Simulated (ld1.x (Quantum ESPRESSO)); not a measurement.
**What one change does to a pseudopotential (caesium (Cs), TM semilocal)**

```
Element                 : caesium (Cs)
Generator               : ld1.x (Quantum ESPRESSO) 7.5
Type                    : norm-conserving Troullier–Martins (semilocal form)
Functional              : PBEsol
Relativity              : scalar-relativistic
Frozen core             : [Kr] 4d10 5s2
Valence charge          : 7
Reference configuration : 5p6 5d0 6s0 6p0 (charge +1)
Partial waves           : 6s (bound, empty): rc 3.60 bohr; 5d (bound, empty): rc 3.20 bohr; 4f channel at 0.5 Ry: rc 2.90 bohr; 5p (bound): rc 3.15 bohr
Local potential         : the p channel
Core correction         : a·sin(br)/r model core inside 2.00 bohr
```

Change: wave 5p (bound): rc 3.15 bohr becomes 5p (bound): rc 4.72 bohr.

Cutoffs: the cutoffs (Ry, on a coarse ladder) from which the occupation-weighted sum of valence levels, in a spherical-Bessel basis at the reference potential, stays within 10 and 1 mRy of its value at 400 Ry; they do not see the model core or the augmentation charge, which bear on the density cutoff. Errors are all-electron minus pseudo energies relative to the spin-unpolarised reference configuration.

Problem. Predict the effect on cutoff, ghosts and configuration errors.

Solution. The potential gets softer (8 Ry and 15 Ry → 8 Ry and 10 Ry); both files keep a bound ghost (f); of the 5 tests that both files solve, the error grows in 1 and shrinks in 3 by more than 15 % and 0.3 meV (median size 1.4 → 0.7 meV). A larger radius leaves more room for a smooth pseudo-wave, so fewer plane waves are needed. A semilocal file is local in each channel, so a ghost entry of none says nothing of the separable form that plane-wave codes build from it.

```csv
quantity,base,changed
"cutoff, loose",8 Ry,8 Ry
"cutoff, tight",15 Ry,10 Ry
bound ghosts,f,f
"tests counted (converged, no solver errors)",5 of 6,5 of 6
"error for 5p6 5d0 6s1 6p0, meV [ΔE -3.79 eV]",+3.1,+0.6
"error for 5p6 5d0 6s0.5 6p0, meV [ΔE -2.33 eV]",+0.4,-0.6
"error for 5p6 5d0.5 6s0.5 6p0, meV [ΔE -2.95 eV]",+1.4,-0.7
"error for 5p6 5d1 6s0 6p0, meV [ΔE -2.13 eV]",-1.4,-3.2
"error for 5p5 5d0 6s1 6p0, meV [ΔE 14.10 eV]",-116,-87
```

Base: Tests not counted: 5p6 5d0 6s0 6p1 (solver errors, printed error -1.2 eV). Changed file: Tests not counted: 5p6 5d0 6s0 6p1 (solver errors, printed error -1.2 eV). A true bound ghost makes a file unfit for plane-wave use even where its test errors are small: the radial tests pick states by their node count and pass the ghost by. Where a test does run into it, the solver fails or the error is huge.
